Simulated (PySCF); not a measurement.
Working out the ionisation energy of Ar(2+)

Ar(2+) [Ne] 3s2 3p4 (3P) → Ar(3+) [Ne] 3s2 3p3 (4S). All numbers are calculated (PySCF 2.14, scalar relativity by spin-free X2C-1e, in aug-cc-pCVTZ-DK (8s7p5d3f, 75 functions)). Frozen: nothing. Energies in hartree (1 hartree = 27.21139 eV):

```
            part  Ar(2+) (lower)  Ar(3+) (upper)
             UHF     -527.118983     -525.671555
CCSD correlation       -0.501626       -0.465638
             (T)       -0.006345       -0.005301
```

Problem. What does Hartree-Fock give?

Solution. (-525.671555) − (-527.118983) = 1.447428 hartree = 39.387 eV.

Problem. What do CCSD and CCSD(T) give?

Solution. The CCSD correlation energies differ by 0.035988 hartree = 0.979 eV and the triples by 0.001044 hartree = 0.028 eV, so CCSD gives 40.366 eV and CCSD(T) 40.394 eV.

A first-order spin-orbit estimate adds 0.063 eV to CCSD(T) (all electrons), giving 40.457 eV against 40.735 ± 0.012 eV (semi-empirical (NIST evaluation); NIST Atomic Spectra Database, ionization energies).

What remains against the reference includes basis incompleteness and higher excitations.
